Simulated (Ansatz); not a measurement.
Worked example: C2H5BrSn + C2BrF5 → C2H5FSn + C2Br2F4

Gas-phase species: C2H5BrSn `C[CH2][Sn][Br]`, singlet; C2BrF5 (bromopentafluoroethane) `FC(F)(F)C(F)(F)Br`, singlet; C2H5FSn `C[CH2][Sn][F]`, singlet; C2Br2F4 (1,2-dibromotetrafluoroethane) `FC(F)(Br)C(F)(F)Br`, singlet. The partners trade Br for F: Sn–Br and C–F bonds give way to Sn–F and C–Br.

Shapes, held fixed at every level: PBE0-D4/def2-TZVP. Flexible molecules stand in one conformer, not always the lowest. Programs: Ansatz 0.2.0. The zero-point and thermal change to 298 K, harmonic and unscaled (PBE0-D4/def2-TZVP), is -4.4 kJ/mol.

At CCSD(T)/def2-TZVPP; 1 Eh = 2625.50 kJ/mol:

```
 species   energy (Eh)
C2H5BrSn  -2865.486357
  C2BrF5  -3147.482952
 C2H5FSn   -392.502730
 C2Br2F4  -5620.433340
```

Task: Work out ΔH(298 K) of the reaction at this level.

Result: 
1. Products less reactants: (-392.502730) + (-5620.433340) − [(-2865.486357) + (-3147.482952)] = 0.033239 Eh = +87.3 kJ/mol.
2. With the thermal change: +87.3 + (-4.4) = +82.9 kJ/mol.

Other levels give +78.8 (MP2/def2-TZVPP) to +110.9 kJ/mol (CCSD(T)/def2-SVP). No measured value is set beside it here. For atoms past krypton def2 sets carry core potentials with scalar relativity. Relativity is left out for Br. Outer-core shells of Br, Sn are correlated, in sets that cover them unevenly.
